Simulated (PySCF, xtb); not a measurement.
Sn(F)2(Br)(OH) (BrF₂HOSn), SMILES [Br][Sn]([OH])([F])[F]. One conformer was computed; it need not be the lowest.

Harmonic wavenumbers (cm⁻¹) from GFN2-xTB (xtb 6.7.1) at its own minimum, in rising order: 67, 79, 103, 106, 125, 192, 220, 364, 423, 486, 833, 3559.

Question: What does B3LYP-D3(BJ)/def2-SVP run with PySCF give at its own minimum? (An estimate is asked for; the answer gives what the named calculation found.)

Answer: 45, 110, 123, 174, 175, 181, 276, 628, 653, 655, 886, 3794. Paired by order, the mean absolute difference is 101 cm⁻¹ and the zero-point energies are 9.4 and 11.0 kcal/mol.
